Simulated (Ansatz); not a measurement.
`[CH3][Hf]([CH3])([Cl])[Cl]` and `[CH3][Zr]([CH3])([Cl])[Cl]` differ in one element.

Ansatz, PBE0-D4/def2-TZVP geometries, multiplicity 1. 

Elements past krypton have def2 core potentials.

```tsv
property	`[CH3][Hf]([CH3])([Cl])[Cl]`
ideal-gas entropy at 298 K and 1 bar (rigid rotor, harmonic PBE0-D4/def2-TZVP) / J/(mol·K)	427
size of the dipole moment (PBE/def2-TZVPP) / D	1.49
HOMO energy (PBE0/def2-TZVPP) / eV	-8.10
HOMO–LUMO gap (PBE/def2-TZVPP) / eV	4.47
LUMO energy (PBE/def2-TZVPP) / eV	-2.28
LUMO energy (PBE0/def2-TZVPP) / eV	-1.37
```

Q: Give the same properties after the change, and the shifts. (Best estimate.)

A: The calculation gave: 
| property | `[CH3][Zr]([CH3])([Cl])[Cl]` | shift |
| --- | --- | --- |
| ideal-gas entropy at 298 K and 1 bar (rigid rotor, harmonic PBE0-D4/def2-TZVP) / J/(mol·K) | 428 | 1 |
| size of the dipole moment (PBE/def2-TZVPP) / D | 1.65 | 0.16 |
| HOMO energy (PBE0/def2-TZVPP) / eV | -8.17 | -0.07 |
| HOMO–LUMO gap (PBE/def2-TZVPP) / eV | 4.05 | -0.42 |
| LUMO energy (PBE/def2-TZVPP) / eV | -2.75 | -0.47 |
| LUMO energy (PBE0/def2-TZVPP) / eV | -1.85 | -0.48 |

With PBE0 the HOMO falls by 0.07 eV and the LUMO falls by 0.48 eV, so the gap narrows by about 0.41 eV. PBE moves the HOMO by -0.06 eV and ωB97M-V by -0.08 eV. Dipoles are sizes alone; their direction can turn. Modes under 60 cm⁻¹, often nearly free rotors, make the harmonic entropy too high.

Positive LUMOs are unbound, so they and the gaps depend on the basis.
